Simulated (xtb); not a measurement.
Cl₃MoO (SMILES [O]=[Mo]([Cl])([Cl])[Cl]), doublet, at a GFN2-xTB geometry (such geometries of metal compounds can be far from the true shape) (the multiplicity is a formal guess), atoms displaced at random by about 0.05 Å a coordinate. Base run: GFN1-xTB in xtb.

Here is a job for xtb.
```
$ xtb mol.xyz --gfn 1 --uhf 1 --opt --json

# file mol.xyz
5

Mo     0.32167533    -0.14890883    -0.05702505
O      1.58952233    -0.77208595    -0.88113092
Cl     0.41580742     0.98014340     1.81332454
Cl    -0.84125445     1.14315459    -1.41204072
Cl    -1.41344286    -1.56756024     0.02895735
```

The base run was repeated with changes; each row names its change, and settings that it needs were set with it.

| change | ΔE vs base (kcal/mol) | optimiser steps |
|---|---|---|
| base | 0.000 | 7 |
| opt level = loose | 0.010 | 5 |
| alpb = toluene | -8.21 | 7 |
| opt level = sloppy | 0.026 | 4 |
| opt level = lax | 0.001 | 6 |
| opt level = extreme | -0.001 | 11 |
| alpb = acetonitrile | -8.90 | 7 |
| engine = lbfgs | 0.000 | - |
| engine = inertial | 0.020 | - |
| opt level = crude | 0.026 | 4 |
